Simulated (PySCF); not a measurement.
Isomers of C6H6ClFO, mass 148.009 u with the commonest isotopes. Method: CAM-B3LYP/def2-SVPD in PySCF (dipole) on a GFN2-xTB geometry, gas phase. One conformer each, none proved a minimum here; rigid rotors.

Question: Order these by rotational constant A, largest first.
A. `[F:1][C@H:2]1[CH:3]=[CH:4][O:5][CH:6]=[C:7]1[CH2:8][Cl:9]` with C6–C7–C8–Cl9 -102°
B. `[CH2:1]=[CH:2]/[C:3]([CH3:4])=[C:5](\[Cl:6])[C:7](=[O:8])[F:9]` with C1–C2–C3–C4 12°, C3–C5–C7–O8 -6°
C. `[CH3:1]/[CH:2]=[C:3]([CH:4]=[O:5])/[C:6]([Cl:7])=[CH:8]/[F:9]` with C2–C3–C4–O5 177°, C2–C3–C6–Cl7 14°

Answer: A (2239 MHz), B (2048 MHz), C (1753 MHz).

Question: Order these by rotational constant C, largest first.
A. `[F:1][C@H:2]1[CH:3]=[CH:4][O:5][CH:6]=[C:7]1[CH2:8][Cl:9]` with C6–C7–C8–Cl9 -102°
B. `[CH2:1]=[CH:2]/[C:3]([CH3:4])=[C:5](\[Cl:6])[C:7](=[O:8])[F:9]` with C1–C2–C3–C4 12°, C3–C5–C7–O8 -6°
C. `[CH3:1]/[CH:2]=[C:3]([CH:4]=[O:5])/[C:6]([Cl:7])=[CH:8]/[F:9]` with C2–C3–C4–O5 177°, C2–C3–C6–Cl7 14°

Answer: A (782.4 MHz), B (702.4 MHz), C (669.5 MHz).

Question: Order these by radius of gyration √(Σ m r²/M), largest first.
A. `[F:1][C@H:2]1[CH:3]=[CH:4][O:5][CH:6]=[C:7]1[CH2:8][Cl:9]` with C6–C7–C8–Cl9 -102°
B. `[CH3:1]/[CH:2]=[C:3]([CH:4]=[O:5])/[C:6]([Cl:7])=[CH:8]/[F:9]` with C2–C3–C4–O5 177°, C2–C3–C6–Cl7 14°
C. `[CH2:1]=[CH:2]/[C:3]([CH3:4])=[C:5](\[Cl:6])[C:7](=[O:8])[F:9]` with C1–C2–C3–C4 12°, C3–C5–C7–O8 -6°

Answer: B (2.266 Å), C (2.208 Å), A (2.177 Å).

```json
{"SMILES": "C=C/C(C)=C(\\Cl)C(=O)F", "point group": "C1", "Ia (u·Å²)": "246.79", "Ib (u·Å²)": "477.43", "Ic (u·Å²)": "719.50", "κ": "-0.47", "μa (D)": "4.27", "μb (D)": "0.13", "μc (D)": "0.08"}
{"SMILES": "F[C@H]1C=COC=C1CCl", "point group": "C1", "Ia (u·Å²)": "225.72", "Ib (u·Å²)": "531.02", "Ic (u·Å²)": "645.98", "κ": "-0.77", "μa (D)": "1.33", "μb (D)": "1.22", "μc (D)": "0.10"}
{"SMILES": "C/C=C(C=O)/C(Cl)=C/F", "point group": "C1", "Ia (u·Å²)": "288.23", "Ib (u·Å²)": "477.46", "Ic (u·Å²)": "754.88", "κ": "-0.28", "μa (D)": "3.80", "μb (D)": "1.97", "μc (D)": "0.50"}
```
